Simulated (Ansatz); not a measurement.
MgSiNH6Cl, closed shell: at the end structure of a reaction step.

The input file, in.yaml:

```yaml
crystal:
  periodic: [false, false, false]
  atoms:
    - {symbol: Mg, position_ang: [-0.205638, -1.307043, -0.522603]}
    - {symbol: Si, position_ang: [0.488282, 1.887205, -0.232275]}
    - {symbol: Cl, position_ang: [0.332722, -0.716555, -2.576774]}
    - {symbol: H, position_ang: [0.054392, 0.586244, 0.393843]}
    - {symbol: N, position_ang: [-0.722726, -2.232087, 1.028592]}
    - {symbol: H, position_ang: [0.493446, 2.846759, 0.899189]}
    - {symbol: H, position_ang: [1.846031, 1.709341, -0.785572]}
    - {symbol: H, position_ang: [-0.509337, 2.270816, -1.251475]}
    - {symbol: H, position_ang: [-0.811862, -1.835613, 1.951780]}
    - {symbol: H, position_ang: [-0.965311, -3.208964, 1.095195]}
basis:
  gaussian: {orbitals: STO-3G}
hamiltonian: {xc: pbe, dispersion: d4}
```

Run by:

```bash
ansatz run in.yaml --threads 4 --pin off --events-out ev --progress --plain --max-ram 9574MiB
```

The run's output (Ansatz 0.2.0):

```
Functional definition: PBE
  name "PBE"
  cite "Perdew, Burke & Ernzerhof, Phys. Rev. Lett. 77, 3865 (1996) doi:10.1103/PhysRevLett.77.3865"
  parent pbe
  parameter kappa = 0.804
  parameter beta = 0.06672455060314922
  exchange = pbe_x(kappa = kappa, mu = beta*pi^2/3)
  correlation = pbe_c(beta = beta)
416 factors; integrals over basis functions are off by at most 4.1e-4 eV
mean field evaluation 1: about -27097.9687 eV, gradient 3.9e1 eV
mean field evaluation 2: about -27050.2015 eV, gradient 9.4e1 eV
mean field evaluation 4: about -27102.8256 eV, gradient 6.0e0 eV
mean field evaluation 8: about -27102.9243 eV, gradient 3.9e-1 eV
mean field -27102.92490726 eV, -996.0141193193 hartree, gradient 6.8e-5 eV, S^2 0.000000; 0 other end points of the search recorded, 0 dependent functions left out
reference -27102.92493319 eV, -996.0141202723 hartree; 28, 28 occupied and 10, 10 virtual orbitals, 416 factors
Total energy: -27103.11091070 eV, -996.0209548197 hartree
```

Hardware: 4 CPU threads of an Intel Xeon, shared host. Wall time about 0.8 s.
